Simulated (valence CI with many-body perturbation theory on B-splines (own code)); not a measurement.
Eu¹³⁺: fill in the table

Computed by valence CI with perturbative core correlation (CI+MBPT): four valence electrons over a frozen Dirac-Fock core [Kr] 4d10, a basis of 7 s, 7 p, 7 d, 7 f, 4 g, 2 h functions for each j, with the one-electron correlation potential Σ1 (screened to all orders), the two-electron term Σ2, the three-electron term Σ3, Breit, model QED; selected single and double excitations, second order for the rest, scaled by the run's own slope (own B-spline code, finite nucleus).

No measured levels were compared; by estimate terms of the open shell hold to a few per cent of their energy, and close levels can change places; configurations with another count of f electrons can be misplaced by thousands of cm⁻¹.

| Level | E (eV) |
| --- | --- |
| 4f2 5s2 3H_4 | 0.0000 |
| 4f2 5s2 3H_5 | 0.7027 |
| 4f2 5s2 3F_2 | ? |
| 4f2 5s2 3H_6 | 1.398 |
| 4f2 5s2 3F_3 | ? |
| 4f2 5s2 3F_4 | 1.706 |
| 4f2 5s2 1G_4 | 2.626 |
| 4f3 5s 5I°_4 | 2.784 |
| 4f3 5s 5I°_5 | ? |
| 4f3 5s 5I°_6 | 3.453 |
| 4f3 5s 5I°_7 | 3.865 |
| 4f2 5s2 1D_2 | 4.052 |
| 4f3 5s 5I°_8 | 4.300 |
| 4f2 5s2 3P_0 | ? |
| 4f3 5s 3I°_5 [a] | 4.864 |
| 4f2 5s2 1I_6 | ? |
| 4f2 5s2 3P_1 | 5.092 |
| 4f3 5s 5F°_1 | ? |
| 4f3 5s 5F°_2 | 5.415 |
| 4f2 5s2 3P_2 | 5.514 |

Names give the largest LS component (configuration and term), which can be under half, so a name can repeat, a term be missing and a line seem to break the LS rules; names also repeat where a configuration has a term twice. Letters in brackets count levels of one name in rising energy.

Problem. The levels stand in rising order. What does the calculation give for the missing energies?

Solution. 4f2 5s2 3F_2 1.166; 4f2 5s2 3F_3 1.646; 4f3 5s 5I°_5 3.083; 4f2 5s2 3P_0 4.856; 4f2 5s2 1I_6 5.005; 4f3 5s 5F°_1 5.269.
